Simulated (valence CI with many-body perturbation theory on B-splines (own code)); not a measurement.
**Lu XXI: calculated level list**

Level of theory: relativistic CI+MBPT: five valence electrons over a frozen Dirac-Fock core [Kr] 4d10, radial functions for each j: 7 s, 7 p, 7 d, 7 f, 4 g, 2 h, with the one-electron correlation potential Σ1, the two-electron term Σ2, the three-electron term Σ3, Breit, model QED; selected CI, second order for the rest, scaled by the run's own slope (own B-spline code, finite nucleus).

No measured spectrum was set against this ion. As an estimate, terms of the open shell hold to a few per cent of their energy, and close levels can change places. Among the levels kept, up to 1000 cm⁻¹ of a level comes from second order outside the variational space, and about a tenth of that is noise between levels of different J, which matters for small intervals. Only levels of the ground parity were solved; by the run's estimate the other parity begins above the list, which can be wrong where configurations are misplaced.

Levels 91 to 135 of 194, with energies above the lowest level, 4f5 6H°_5/2. "Leading %" is the weight of the configuration and term that name the level; weights of strongly mixed levels are sums over their largest components and can fall short. In the jj column 3d3/2^4 stands for four electrons in 3d with j = 3/2.

```
No.  Configuration  Term     J  E (eV)  Leading %  Second component              Leading jj
 91            4f5   2O°  21/2  13.353         48      47 % 4f5 2N°    4f5/2 4f7/2^4 (73 %)
 92            4f5   2H°   9/2  13.474         40      30 % 4f5 2G°  4f5/2^2 4f7/2^3 (37 %)
 93            4f5   2L°  17/2  13.601         88       9 % 4f5 4K°  4f5/2^2 4f7/2^3 (86 %)
 94            4f5   2D°   3/2  13.663         34      33 % 4f5 2P°    4f5/2 4f7/2^4 (51 %)
 95            4f5   4H°   7/2  13.716         51      26 % 4f5 4G°  4f5/2^2 4f7/2^3 (47 %)
 96            4f5   2K°  15/2  13.720         37      34 % 4f5 2L°          4f7/2^5 (48 %)
 97            4f5   4G°   5/2  13.761         25      23 % 4f5 2D°  4f5/2^3 4f7/2^2 (42 %)
 98            4f5   4G°   9/2  13.881         42      28 % 4f5 4H°    4f5/2 4f7/2^4 (39 %)
 99            4f5   2H°  11/2  13.907         48      16 % 4f5 2I°  4f5/2^2 4f7/2^3 (73 %)
100            4f5   4P°   1/2  13.997         69      22 % 4f5 4D°  4f5/2^3 4f7/2^2 (80 %)
101            4f5   4H°  13/2  14.014         51      40 % 4f5 4K°  4f5/2^2 4f7/2^3 (83 %)
102            4f5   2H°  11/2  14.068         36      31 % 4f5 4G°  4f5/2^2 4f7/2^3 (41 %)
103            4f5   2D°   5/2  14.110         60      15 % 4f5 2F°    4f5/2 4f7/2^4 (39 %)
104            4f5   4K°  11/2  14.274         32      22 % 4f5 2H°  4f5/2^2 4f7/2^3 (35 %)
105            4f5   2I°  13/2  14.285         50      17 % 4f5 2K°    4f5/2 4f7/2^4 (55 %)
106            4f5   4K°  15/2  14.423         78      10 % 4f5 2K°  4f5/2^2 4f7/2^3 (54 %)
107            4f5   4K°  17/2  14.618         85      13 % 4f5 2L°  4f5/2^2 4f7/2^3 (39 %)
108            4f5   2F°   7/2  14.775         54      34 % 4f5 2G°    4f5/2 4f7/2^4 (43 %)
109            4f5   2I°  13/2  14.818         53      21 % 4f5 4K°    4f5/2 4f7/2^4 (56 %)
110            4f5   2H°   9/2  14.917         64      18 % 4f5 2G°  4f5/2^2 4f7/2^3 (56 %)
111            4f5   2F°   5/2  14.977         44      16 % 4f5 4D°  4f5/2^3 4f7/2^2 (35 %)
112            4f5   2K°  15/2  15.183         55      32 % 4f5 2L°    4f5/2 4f7/2^4 (76 %)
113            4f5   4D°   3/2  15.294         36      25 % 4f5 2P°  4f5/2^3 4f7/2^2 (54 %)
114            4f5   2F°   7/2  15.368         41      27 % 4f5 4D°  4f5/2^2 4f7/2^3 (52 %)
115            4f5   2D°   3/2  15.397         41      27 % 4f5 4P°  4f5/2^3 4f7/2^2 (46 %)
116            4f5   2H°   9/2  15.398         56      24 % 4f5 2G°    4f5/2 4f7/2^4 (44 %)
117            4f5   2H°  11/2  15.663         38      38 % 4f5 2I°  4f5/2^2 4f7/2^3 (35 %)
118            4f5   2K°  13/2  15.699         57      34 % 4f5 2I°  4f5/2^3 4f7/2^2 (41 %)
119            4f5   4D°   1/2  15.772         65      28 % 4f5 4P°  4f5/2^2 4f7/2^3 (69 %)
120            4f5   2F°   5/2  15.904         52      16 % 4f5 4P°    4f5/2 4f7/2^4 (55 %)
121            4f5   2K°  15/2  16.242         92                    4f5/2^2 4f7/2^3 (72 %)
122            4f5   2H°   9/2  16.252         49      32 % 4f5 2G°          4f7/2^5 (41 %)
123            4f5   4H°   7/2  16.377         68      13 % 4f5 2G°    4f5/2^4 4f7/2 (36 %)
124            4f5   2H°  11/2  16.408         44      22 % 4f5 2I°    4f5/2 4f7/2^4 (49 %)
125            4f5   4F°   5/2  16.537         33      22 % 4f5 4D°  4f5/2^2 4f7/2^3 (44 %)
126            4f5   4H°  13/2  16.716         74      18 % 4f5 2K°  4f5/2^2 4f7/2^3 (74 %)
127            4f5   2F°   7/2  16.716         39      32 % 4f5 4D°  4f5/2^2 4f7/2^3 (48 %)
128            4f5   2P°   1/2  16.781         82      16 % 4f5 4D°  4f5/2^2 4f7/2^3 (81 %)
129            4f5   4H°   9/2  16.788         78       9 % 4f5 2H°  4f5/2^3 4f7/2^2 (49 %)
130            4f5   4H°  11/2  16.910         62      16 % 4f5 2I°  4f5/2^2 4f7/2^3 (55 %)
131            4f5   2D°   3/2  17.042         40      35 % 4f5 4D°  4f5/2^2 4f7/2^3 (57 %)
132            4f5   2P°   3/2  17.171         26      22 % 4f5 4P°  4f5/2^2 4f7/2^3 (48 %)
133            4f5   4D°   7/2  17.331         53      17 % 4f5 4F°  4f5/2^3 4f7/2^2 (33 %)
134            4f5   4D°   5/2  17.558         44      30 % 4f5 2D°  4f5/2^2 4f7/2^3 (45 %)
135            4f5   2M°  17/2  17.618         87      11 % 4f5 2L°  4f5/2^2 4f7/2^3 (53 %)
```

Names give the largest LS component (configuration and term), which can be under half, so a name can repeat, a term be missing and a line seem to break the LS rules; names also repeat where a configuration has a term twice.

Where two levels of one J and parity lie close, their mixing, g and order are uncertain.
